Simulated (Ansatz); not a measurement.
Cost and result for the atomization energy of `O/C(Cl)=C/[SiH3]` (10 atoms, 9 bonds).

Z-matrix (Å, degrees):
```
Si
C 1 1.850
H 1 1.486 2 108.0
H 1 1.487 2 111.6 3 -119.5
H 1 1.487 2 111.6 3 119.5
C 2 1.328 1 124.8 3 179.7
H 2 1.086 1 120.3 3 -0.3
Cl 6 1.738 2 122.0 1 0.0
O 6 1.339 2 124.4 1 -180.0
H 9 0.962 6 110.0 2 -180.0
```

The species carries charge 0 and has multiplicity 1. Geometry: relaxed with PBE0-D4/def2-TZVP. It is one conformer, not always the lowest. Program: Ansatz. All runs use 4 threads of an Intel Xeon on a shared host. Times are those of one run each, without the atoms' runs, and a repeat can differ threefold. Electronic energies, without spin–orbit coupling; frozen cores. CCSD(T)/CBS adds CCSD(T) − MP2 in def2-TZVPP to the MP2 limit, and its time is that of the two runs behind it. T1 = 0.012. B3LYP takes the VWN-RPA correlation (the form of Gaussian; ORCA's B3LYP/G).

CCSD(T)/CBS is a level of theory with its own doubt, some kJ/mol a heavy atom from the limit and from the frozen cores, so smaller differences don't rank the functionals.

```csv
level,functions,wall time
PBE-D4/def2-TZVPP (with forces),247,2 s
PBE0-D4/def2-TZVPP,247,2.4 s
r2SCAN-D4/def2-TZVPP (with forces),247,3.3 s
B3LYP-D4/def2-TZVPP (with forces),247,3.5 s
B2PLYP/def2-TZVPP,247,3.9 s
ωB97X-V/def2-TZVPP,247,5.5 s
ωB97M-V/def2-TZVPP (with forces),247,7.5 s
MP2/def2-QZVPP,461,15 s
CCSD(T)/def2-TZVPP,247,64 s
CCSD(T)/CBS(def2),–,79 s
```

Q: What atomization energy does each give, and how far from CCSD(T)/CBS? (Estimate.)

A: Computed: 
```csv
level,atomization (kJ/mol),difference from CCSD(T)/CBS,per bond
PBE-D4/def2-TZVPP (with forces),3689.4,91.8,10.2
PBE0-D4/def2-TZVPP,3609.8,12.2,1.4
r2SCAN-D4/def2-TZVPP (with forces),3619.3,21.7,2.4
B3LYP-D4/def2-TZVPP (with forces),3589.3,-8.3,-0.9
B2PLYP/def2-TZVPP,3550.3,-47.3,-5.2
ωB97X-V/def2-TZVPP,3609.7,12.1,1.3
ωB97M-V/def2-TZVPP (with forces),3612.2,14.6,1.6
MP2/def2-QZVPP,3632.1,34.5,3.8
CCSD(T)/def2-TZVPP,3495.0,-102.6,-11.4
CCSD(T)/CBS(def2),3597.6,0.0,0.0
```

The D4 term adds +37.7 kJ/mol with B3LYP and +19.7 kJ/mol with PBE0; it sums over pairs of atoms, weighted by their polarisabilities, and B3LYP, whose exchange is more repulsive, gets the larger term. In def2-TZVPP, CCSD(T) changes the Hartree–Fock value by +940.7 kJ/mol (the triples alone add +66.6 kJ/mol) and MP2 by +1017.2 kJ/mol; breaking electron pairs costs correlation energy, which Hartree–Fock lacks. From PBE to PBE0 (25 % exact exchange), in def2-TZVPP and without D4, the atomization energy moves by −76.0 kJ/mol: exact exchange takes away binding that semilocal exchange gives to molecules.
